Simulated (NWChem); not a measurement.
System: CuH2OCl; SMILES [OH2]->[Cu][Cl]

Input file for NWChem:

```
start job
memory heap 200 mb stack 900 mb global 1100 mb
geometry units angstroms
  Cu     0.022952     0.244350     0.000000
  Cl    -0.036546    -1.811308     0.000000
  O      0.019076     2.102442     0.000000
  H      0.433600     2.510787     0.780500
  H      0.433600     2.510787    -0.780500
end
basis spherical
  Cu library def2-svp
  Cl library def2-svp
  O library def2-svp
  H library def2-svp
end
dft
  xc slater vwn_5
  iterations 150
end
driver
  maxiter 120
end
task dft optimize
task dft freq
```

The level has its own optimisation; frequencies are unscaled.

Predict the main results of this run. (LDA (Slater exchange, VWN5)/def2-SVP.) Quantities: r Cl–Cu (Å); r Cu–O (Å); r H–O (Å); highest harmonic frequency (cm⁻¹); lowest (cm⁻¹); zero-point energy (kcal/mol); dipole (D).


```
Quantity                           Result
---------------------------------  ------
r Cl–Cu (Å)                         2.035
r Cu–O (Å)                          1.876
r H–O (Å)                           0.980
highest harmonic frequency (cm⁻¹)    3739
lowest (cm⁻¹)                         126
zero-point energy (kcal/mol)         15.8
dipole (D)                           7.77
```
